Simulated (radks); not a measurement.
Fractional charge and spin in the 2p shell of aluminium: the spin-up occupation runs from 2 to 3 and the spin-down occupation from 2 to 3; the fullest corner is Al+, [He] 2s2 3s2 2p(up 3, down 3). Method: non-relativistic Kohn-Sham, r2SCAN, spin-polarised, spherical densities, point nucleus; meta-GGA in the generalised Kohn-Sham scheme; computed with a radial shooting solver on a logarithmic mesh with Libxc functionals. Energy (eV) above the fullest corner. The planes named below are the two flat planes that join the four corners, with an edge along up + down = one added electron.

down \ up        2     2.25      2.5     2.75       3
2          221.082  186.234  153.391  122.520  93.582
2.25       186.234  153.669  123.058   94.364  67.548
2.5        153.391  123.058   94.624   68.051  43.300
2.75       122.520   94.364   68.051   43.543  20.799
3           93.582   67.548   43.300   20.799   0.000

Corners above the fullest one (they belong to Al2+ and the next ion): (up 3, down 2) 93.582 eV, (up 2, down 3) 93.582 eV, (up 2, down 2) 221.08 eV. With half an added electron in each spin the energy lies 1.042 eV from the planes, and with half an added electron in spin up alone -3.941 eV. The planes are only a guide here: the flat-plane condition holds for ground states with one frontier orbital, while this shell lies below other occupied shells, so the corners above the fullest one are inner-hole states and not the ground states of those ions.
